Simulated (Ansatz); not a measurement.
`BOCF` + `[OH][GaH2]` → `B[O][GaH2]` + `OCF` at 500 K and 1 bar (ligand exchange at a B–O bond).

Isolated molecules relaxed with PBE0-D4/def2-TZVP in Ansatz; ΔE leaves out vibrations. CCSD(T)/CBS is the MP2 limit (def2-TZVPP, def2-QZVPP) plus CCSD(T) − MP2 in def2-TZVPP, frozen cores. For Ga outer-core shells are correlated without core-valence functions, which leaves a few kJ/mol of doubt a bond. Scalar relativity is left out up to krypton. Each species was taken in one conformer, which may not be the lowest.

```csv
species,CCSD(T)/CBS energy (Eh),H − E (kJ/mol),S (J/(mol·K))
`BOCF`,-240.23545,181.4,330.8
`[OH][GaH2]`,-2000.92981,96.0,296.8
`B[O][GaH2]`,-2026.35181,135.2,360.8
`OCF`,-214.81254,142.5,286.9
```

H − E and S are ideal-gas, rigid-rotor, harmonic terms from PBE0-D4/def2-TZVP, for one conformer and one mirror image of each species. 1 Eh = 2625.50 kJ/mol, R = 8.31446 J/(mol·K).

**Question.** By hand: ΔE, ΔH, ΔS and ΔG.

**Answer.** ΔE = (-2026.35181) + (-214.81254) − (-240.23545) − (-2000.92981) = 0.00091 Eh = 2.4 kJ/mol. Δ(H − E) = 135.2 + 142.5 − 181.4 − 96.0 = 0.3, so ΔH = 2.7 kJ/mol. ΔS = 360.8 + 286.9 − 330.8 − 296.8 = 20.1 J/(mol·K). ΔG = 2.7 − 500 × (20.1)/1000 = -7.4 kJ/mol.

**Question.** By hand: the equilibrium constant, and the temperature at which ΔG would vanish if ΔH and ΔS stayed fixed.

**Answer.** log₁₀ K = −ΔG/(RT ln 10) = 0.8. ΔG = 0 at ΔH/ΔS = 134 K, though so small a ΔH makes that figure unsure.

TΔS isn't small against ΔH here. A doubt of 5 kJ/mol in ΔE shifts log₁₀ K by 0.5 here. Other conformers and mirror images would add mixing entropy, several J/(mol·K) or more a flexible species. These are equilibria of isolated gas molecules and say nothing of rates. Largest T1 diagnostic: 0.016 (customary marks: 0.02 for closed shells, 0.045 for open ones).
